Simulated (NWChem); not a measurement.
All runs are NWChem calculations. System: Cl2Pb, charge 0, spin multiplicity 1, at a geometry optimised with B3LYP/def2-SVP with def2 effective core potentials on Pb. The structure started from a generated list of species. Level: CAM-B3LYP/def2-TZVP with def2 effective core potentials on Pb.

Input file:

```
start mol
memory heap 200 mb stack 900 mb global 1100 mb
geometry units angstroms nocenter noautoz
  Pb     0.000000     0.000000    -0.465769
  Cl     1.936312     0.000000     1.123325
  Cl    -1.936312     0.000000     1.123325
  symmetry group C2v
end
basis spherical
  * library def2-tzvp
end
ecp
  Pb library def2-ecp
end
dft
  xc xcamb88 1.00 lyp 0.81 vwn_5 0.19 hfexch 1.00
  cam 0.33 cam_alpha 0.19 cam_beta 0.46
  direct
  iterations 100
end
task dft energy
```

Part of the output:

```
             Northwest Computational Chemistry Package (NWChem) 7.3.0
             --------------------------------------------------------

                                NWChem Input Module
                                -------------------

 Scaling coordinates for geometry "geometry" by  1.889725989
 (inverse scale =  0.529177249)

 Turning off AUTOSYM since
 SYMMETRY directive was detected!

                             Geometry "geometry" -> ""
                             -------------------------

 Output coordinates in angstroms (scale by  1.889725989 to convert to a.u.)

  No.       Tag          Charge          X              Y              Z
 ---- ---------------- ---------- -------------- -------------- --------------
    1 Pb                  82.0000     0.00000000     0.00000000    -0.46576900
    2 Cl                  17.0000     1.93631200     0.00000000     1.12332500
    3 Cl                  17.0000    -1.93631200     0.00000000     1.12332500

 Effective nuclear repulsion energy (a.u.)     628.4746591278

            Nuclear Dipole moment (a.u.)
            ----------------------------
        X                 Y               Z
 ---------------- ---------------- ----------------
     0.0000000000     0.0000000000    -0.0000151178

      Symmetry information
      --------------------

 Group name             C2v
 Group number             16
 Group order               4
 No. of unique centers     2

      Symmetry unique atoms

     1    2


 Summary of "ao basis" -> "" (spherical)
 ------------------------------------------------------------------------------
       Tag                 Description            Shells   Functions and Types
 ---------------- ------------------------------  ------  ---------------------
 *                         def2-tzvp                  on all atoms

                                 NWChem DFT Module
                                 -----------------

 Summary of "ao basis" -> "ao basis" (spherical)
 ------------------------------------------------------------------------------
       Tag                 Description            Shells   Functions and Types
 ---------------- ------------------------------  ------  ---------------------
 Pb                        def2-tzvp                16       50   6s5p3d2f
 Cl                        def2-tzvp                13       37   5s5p2d1f

 Summary of "ao basis" -> "ao basis" (spherical)
 ------------------------------------------------------------------------------
       Tag                 Description            Shells   Functions and Types
 ---------------- ------------------------------  ------  ---------------------
 Pb                        def2-tzvp                16       50   6s5p3d2f
 Cl                        def2-tzvp                13       37   5s5p2d1f

      Symmetry analysis of basis
      --------------------------

        a1         46
        a2         17
        b1         37
        b2         24

  int_init: cando_txs set to always be  F

            General Information
            -------------------
          SCF calculation type: DFT
          Wavefunction type:  closed shell.
          No. of atoms     :     3
          No. of electrons :    56
           Alpha electrons :    28
            Beta electrons :    28
          Charge           :     0
          Spin multiplicity:     1
          Use of symmetry is: on ; symmetry adaption is: on
          Maximum number of iterations: 100
          This is a Direct SCF calculation.
[...]
 d= 0,ls=0.0,diis     5  -1113.4129664518 -1.22D-04  7.77D-05  6.41D-05    33.0
  Resetting Diis
 d= 0,ls=0.0,diis     6  -1113.4129748306 -8.38D-06  2.20D-05  1.36D-05    38.9
 d= 0,ls=0.0,diis     7  -1113.4129765576 -1.73D-06  8.53D-06  3.84D-07    44.9
 d= 0,ls=0.0,diis     8  -1113.4129767181 -1.60D-07  3.11D-06  9.25D-08    50.9

         Total DFT energy =    -1113.412976718053
      One electron energy =    -2002.087194390678
           Coulomb energy =      763.758000416353
    Exchange-Corr. energy =      -72.594492318811
 Nuclear repulsion energy =      197.510709575083

 Numeric. integr. density =       55.999999361865

     Total iterative time =     49.8s

                  Occupations of the irreducible representations
                  ----------------------------------------------

                     irrep           alpha         beta
                     --------     --------     --------
                     a1               12.0         12.0
                     a2                3.0          3.0
                     b1                9.0          9.0
                     b2                4.0          4.0

                       DFT Final Molecular Orbital Analysis
                       ------------------------------------

 Vector   26  Occ=2.000000D+00  E=-3.656856D-01  Symmetry=a2
              MO Center=  1.0D-13,  5.8D-15,  1.1D+00, r^2= 4.9D+00
   Bfn.  Coefficient  Atom+Function         Bfn.  Coefficient  Atom+Function
  ----- ------------  ---------------      ----- ------------  ---------------
    66      0.367049  2 Cl py               103     -0.367049  3 Cl py
    69      0.268142  2 Cl py               106     -0.268142  3 Cl py
    63      0.183389  2 Cl py               100     -0.183389  3 Cl py
    57     -0.147178  2 Cl py                94      0.147178  3 Cl py
    22     -0.069960  1 Pb d -2              60     -0.067834  2 Cl py

 Vector   27  Occ=2.000000D+00  E=-3.592441D-01  Symmetry=b1
              MO Center=  1.3D-13, -1.3D-15,  1.1D+00, r^2= 5.0D+00
   Bfn.  Coefficient  Atom+Function         Bfn.  Coefficient  Atom+Function
  ----- ------------  ---------------      ----- ------------  ---------------
    65      0.316327  2 Cl px               102      0.316327  3 Cl px
    68      0.221078  2 Cl px               105      0.221078  3 Cl px
    67     -0.205753  2 Cl pz               104      0.205753  3 Cl pz
    62      0.155613  2 Cl px                99      0.155613  3 Cl px
    70     -0.152096  2 Cl pz               107      0.152096  3 Cl pz

 Vector   28  Occ=2.000000D+00  E=-3.471546D-01  Symmetry=a1
              MO Center= -1.4D-14,  2.0D-16,  6.0D-01, r^2= 5.2D+00
   Bfn.  Coefficient  Atom+Function         Bfn.  Coefficient  Atom+Function
  ----- ------------  ---------------      ----- ------------  ---------------
    67      0.325878  2 Cl pz               104      0.325878  3 Cl pz
     5      0.308674  1 Pb s                  6      0.284145  1 Pb s
     3     -0.257962  1 Pb s                 70      0.238864  2 Cl pz
   107      0.238864  3 Cl pz                12      0.178213  1 Pb pz
    18     -0.165348  1 Pb pz                64      0.161788  2 Cl pz

 Vector   29  Occ=0.000000D+00  E=-8.917520D-02  Symmetry=b2
              MO Center= -1.1D-15, -1.8D-15, -4.4D-01, r^2= 4.1D+00
   Bfn.  Coefficient  Atom+Function         Bfn.  Coefficient  Atom+Function
  ----- ------------  ---------------      ----- ------------  ---------------
    17      0.544868  1 Pb py                11     -0.402049  1 Pb py
    20      0.342070  1 Pb py                14      0.316106  1 Pb py
    69     -0.163723  2 Cl py               106     -0.163723  3 Cl py
    66     -0.122685  2 Cl py               103     -0.122685  3 Cl py
     8      0.083628  1 Pb py                63     -0.074746  2 Cl py

 Vector   30  Occ=0.000000D+00  E=-1.779562D-02  Symmetry=a1
              MO Center=  2.0D-14,  1.8D-15, -4.9D-01, r^2= 5.7D+00
   Bfn.  Coefficient  Atom+Function         Bfn.  Coefficient  Atom+Function
  ----- ------------  ---------------      ----- ------------  ---------------
    21      0.608082  1 Pb pz                 5      0.496725  1 Pb s
    18      0.370934  1 Pb pz                12     -0.317620  1 Pb pz
    15      0.276323  1 Pb pz                68      0.226989  2 Cl px
   105     -0.226989  3 Cl px                55     -0.222812  2 Cl s
    92     -0.222812  3 Cl s                  3     -0.212401  1 Pb s

 Vector   31  Occ=0.000000D+00  E=-8.196054D-03  Symmetry=b1
              MO Center=  1.0D-14, -2.0D-16, -6.1D-01, r^2= 5.7D+00
   Bfn.  Coefficient  Atom+Function         Bfn.  Coefficient  Atom+Function
  ----- ------------  ---------------      ----- ------------  ---------------
    19      0.656912  1 Pb px                16      0.358219  1 Pb px
    10     -0.331065  1 Pb px                13      0.295444  1 Pb px
    55     -0.224724  2 Cl s                 92      0.224724  3 Cl s
    70      0.185502  2 Cl pz               107     -0.185502  3 Cl pz
    35      0.176400  1 Pb d  1              67      0.141141  2 Cl pz

 center of mass
 --------------
 x =   0.00000000 y =   0.00000000 z =  -0.12447674

 moments of inertia (a.u.)
 ------------------
         471.967151703569           0.000000000000           0.000000000000
           0.000000000000        1408.363456568216           0.000000000000
           0.000000000000           0.000000000000         936.396304864648

     Multipole analysis of the density
     ---------------------------------

     L   x y z        total         alpha         beta         nuclear
     -   - - -        -----         -----         ----         -------
     0   0 0 0      0.000000    -28.000000    -28.000000     56.000000

     1   1 0 0     -0.000000     -0.000000     -0.000000      0.000000
     1   0 1 0     -0.000000     -0.000000     -0.000000      0.000000
     1   0 0 1     -1.926348    -27.368440    -27.368440     52.810532

     2   2 0 0    -46.989331   -251.107772   -251.107772    455.226214
     2   1 1 0      0.000000      0.000000      0.000000      0.000000
     2   1 0 1      0.000000      0.000000      0.000000      0.000000
     2   0 2 0    -36.793990    -18.396995    -18.396995      0.000000
     2   0 1 1     -0.000000     -0.000000     -0.000000      0.000000
     2   0 0 2    -40.514979   -105.384350   -105.384350    170.253722

 Task  times  cpu:       50.9s     wall:       50.9s

 Total times  cpu:       50.9s     wall:       50.9s
```
